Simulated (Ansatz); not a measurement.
Ansatz results at the PBE0-D4/def2-TZVP geometry: LUMO energy (PBE0/def2-TZVPP) -1.07 eV; LUMO energy (ωB97M-V/def2-TZVPP) 1.02 eV; HOMO energy (ωB97M-V/def2-TZVPP) -9.89 eV.

Each molecule was computed in one conformer, which needn't be the lowest.

Task: Which molecule gave them?
A. `[F][W]([F])(=[S])([Cl])[Cl]`
B. `C[N]=[W](=[O])([OH])[O]C`
C. `C[O][W](=[O])(=[O])[N](C)C`
D. `C[N]=[W](=[O])([F])[O]C`

Result: D. The others give `C[O][W](=[O])(=[O])[N](C)C`: -0.95, 1.08, -9.58; `[F][W]([F])(=[S])([Cl])[Cl]`: -4.20, -2.06, -11.12; `C[N]=[W](=[O])([OH])[O]C`: -0.64, 1.23, -9.68.
